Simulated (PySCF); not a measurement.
Structure with atom numbers: `[CH:1]#[C:2]/[CH:3]=[C:4](\[C:5]#[CH:6])[SiH:7]([CH3:8])[CH3:9]`. Each H is labelled by its parent atom.

Computed data (PySCF): GFN2-xTB structure, NMR shieldings at PBE0/pcSseg-1/GIAO. Gas phase, equivalent nuclei averaged, relativity neglected, one conformer.

Chemical shifts δ = σref − σ; $^{13}$C, $^{1}$H, $^{29}$Si vs TMS, all at this level.

| atoms | nucleus | count | Hirshfeld charge | δ (ppm) |
| --- | --- | --- | --- | --- |
| C2 | $^{13}$C | 1 | -0.04 | 86.1 |
| C1 | $^{13}$C | 1 | -0.10 | 98.9 |
| C6 | $^{13}$C | 1 | -0.10 | ? |
| C8/C9 | $^{13}$C | 2 | -0.21 | ? |
| H(C6) | $^{1}$H | 1 | 0.09 | 3.70 |
| H(C8)/H(C9) | $^{1}$H | 6 | 0.04 | 0.27 |
| C5 | $^{13}$C | 1 | -0.04 | 86.7 |
| C4 | $^{13}$C | 1 | -0.07 | 145.5 |
| H(C1) | $^{1}$H | 1 | 0.09 | 3.38 |
| C3 | $^{13}$C | 1 | -0.02 | 137.4 |
| H(C3) | $^{1}$H | 1 | 0.06 | ? |
| H(Si7) | $^{1}$H | 1 | -0.08 | ? |
| Si7 | $^{29}$Si | 1 | 0.38 | -11.6 |

Problem. Complete the table.

Solution. 
- C6: 103.4 ppm, terminal alkyne carbon; the triple bond shields along its axis, which puts it between sp3 and sp2 carbons
- C8/C9: -3.0 ppm, methyl carbon bonded to Si; an electropositive neighbour leaves it electron-rich and shielded
- H(C3): 6.45 ppm, hydrogen on an alkene CH; a vinylic proton, deshielded by the sp2 carbon and the C=C anisotropy
- H(Si7): 4.55 ppm, hydrogen on a silicon bonded to 3 C

Shifts are as computed. Against solution values, carbons near 30 ppm lie about +3 ppm off and those near 130 ppm about +5 ppm. Of 1309 compounds with measured shifts, 239 miss one by over three times the rms of a fit or turn the order of signals round; such compounds aren't used in these exercises.
